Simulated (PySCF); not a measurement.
[SeO2]2+: bending curve

These are results of PBE in PySCF with Se def2-TZVP, O def2-TZVP; no relativity; density-fitted integrals, not measurements.

Rigid scan from the singlet minimum (Se–O 1.589 Å (×2); O–Se–O 180.0°). Coordinate: the O–Se–O angle, bonds fixed. Energies in kJ/mol from the minimum.

| bond angle (°) | E (kJ/mol) | dipole size (D, about the centre of mass) |
| --- | --- | --- |
| 80 | 50.0 | 1.03 |
| 90 | 103.6 | 0.78 |
| 100 | 174.8 | 0.99 |
| 110 | 215.6 | 0.28 |
| 120 | 68.2 | 0.65 |
| 130 | 41.3 | 0.51 |
| 140 | 23.6 | 0.39 |
| 150 | 12.2 | 0.29 |
| 160 | 5.1 | 0.19 |
| 170 | 1.2 | 0.09 |
| 180 | 0.0 | 0.00 |

Other isomers or separated fragments may lie lower.
